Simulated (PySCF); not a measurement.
Species: PbH₄, charge 0, multiplicity 1. SMILES: [PbH4]
Geometry from a B3LYP-D3(BJ)/def2-TZVP (Ansatz) optimisation:
```xyz
5

Pb     0.0000     0.0000     0.0000
H      1.0223     1.0297     0.9962
H      1.0100    -1.0286    -1.0098
H     -1.0236     1.0025    -1.0223
H     -1.0087    -1.0036     1.0359
```
Charge 0, spin multiplicity 1.

Dispersion corrections to the total energy (kcal/mol) from the dftd3 and dftd4 libraries through PySCF: D3(BJ) without and D4 with the three-body term, each with the damping fitted for the functional named.

```json
[
 {"functional": "PBE", "D3(BJ)": "[?]", "D4": "-1.37"},
 {"functional": "CAM-B3LYP", "D3(BJ)": "-1.07", "D4": "-1.16"},
 {"functional": "TPSSh", "D3(BJ)": "-1.49", "D4": "[?]"},
 {"functional": "PW6B95", "D3(BJ)": "-0.75", "D4": "-1.35"},
 {"functional": "B2PLYP", "D3(BJ)": "[?]", "D4": "-0.94"},
 {"functional": "B2GP-PLYP", "D3(BJ)": "-1.29", "D4": "-0.56"},
 {"functional": "TPSS", "D3(BJ)": "-1.61", "D4": "-1.84"}
]
```

Question: Fill in the missing entries.

Answer: 
- PBE, D3(BJ): -1.25
- TPSSh, D4: -1.65
- B2PLYP, D3(BJ): -1.20
